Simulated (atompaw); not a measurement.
## Building the PAW (atompaw) potential for gallium (Ga) (LDA (PW92), scalar-relativistic).

```json
{
 "Element": "Ga",
 "Generator": "atompaw 4.2.0.5",
 "Type": "PAW",
 "Functional": "LDA (PW92)",
 "Relativity": "scalar-relativistic",
 "Frozen core": "[Ar]",
 "Valence charge": "13",
 "Reference configuration": "3d10 4s2 4p1",
 "Partial waves": "4s (bound); 4s channel at 0.15 Ry; 4p (bound); 4p channel at 2.1 Ry; 3d (bound); 3d channel at -0.15 Ry",
 "Local potential": "vpsmatchnc scheme with l = 3 at 0 Ry, radius 1.75 bohr",
 "Core correction": "smooth core density matched at 1.60 bohr",
 "Augmentation charge": "sinc compensation charge, radius 2.00 bohr; PAW radius 2.25 bohr; waves and projectors: bloechl"
}
```

All-electron outer shells of the reference configuration (LDA (PW92), scalar-relativistic, ld1.x):

```csv
shell,level (eV),outermost node (bohr),outermost maximum (bohr)
3s,-147.44,0.27,0.56
3p,-98.66,0.24,0.56
3d,-19.41,–,0.53
4s,-9.17,0.81,1.87
4p,-2.73,0.87,2.53
```

Calculated quality:

```json
{"Cutoffs needed": "80 Ry and 110 Ry (the cutoffs (Ry, on a coarse ladder) from which the occupation-weighted sum of valence levels, in a spherical-Bessel basis at the reference potential, stays within 10 and 1 mRy of its value at 400 Ry)", "Ghost test": "ghost state, extra bound levels that the all-electron valence spectrum of the same l lacks: s at -17.7 eV; a true bound ghost makes a file unfit for plane-wave use (spherical-Bessel basis up to 400 Ry, 20 bohr box)", "Lowest eigenvalue of the overlap operator": "0.00 (s channel)", "Overlap eigenvalues printed by atompaw (projector basis)": "0.000517, 0.0267, 0.433, 1.62, 3.02, 12.8", "Share of each valence orbital outside the PAW sphere": "4s 47 %, 4p 76 %, 3d 1 %"}
```

Generation and tests took about 5.3 s on one core of a shared server CPU.
